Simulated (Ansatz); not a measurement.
One change: `C#CC(=N)Cl` becomes `N=C(Cl)BN`.

Ansatz, PBE0-D4/def2-TZVP geometries, multiplicity 1. Each molecule was computed in one conformer, which needn't be the lowest.

```tsv
property	`C#CC(=N)Cl`
size of the dipole moment (ωB97M-V/def2-TZVPP) / D	0.87
HOMO–LUMO gap (B3LYP/def2-TZVPP) / eV	6.21
LUMO energy (ωB97M-V/def2-TZVPP) / eV	0.39
zero-point energy (PBE0-D4/def2-TZVP) / kJ/mol	108.4
size of the dipole moment (PBE/def2-TZVPP) / D	0.83
LUMO energy (PBE/def2-TZVPP) / eV	-2.75
```

(1) What does the change do to each property? (Estimate.)

## Answers

(1) The calculation gave: 
```csv
property,`N=C(Cl)BN`,shift
size of the dipole moment (ωB97M-V/def2-TZVPP) / D,2.19,1.32
HOMO–LUMO gap (B3LYP/def2-TZVPP) / eV,6.08,-0.13
LUMO energy (ωB97M-V/def2-TZVPP) / eV,0.64,0.25
zero-point energy (PBE0-D4/def2-TZVP) / kJ/mol,165.6,57.2
size of the dipole moment (PBE/def2-TZVPP) / D,2.22,1.39
LUMO energy (PBE/def2-TZVPP) / eV,-2.53,0.22
```

With PBE0 the HOMO rises by 0.40 eV and the LUMO rises by 0.25 eV, so the gap narrows by about 0.15 eV. PBE moves the HOMO by 0.40 eV and ωB97M-V by 0.29 eV. The zero-point energy changes by 57.2 kJ/mol with +6 modes. Dipoles are sizes alone; their direction can turn.

B3LYP here is the variant with VWN-RPA as its local correlation; programs differ in this.
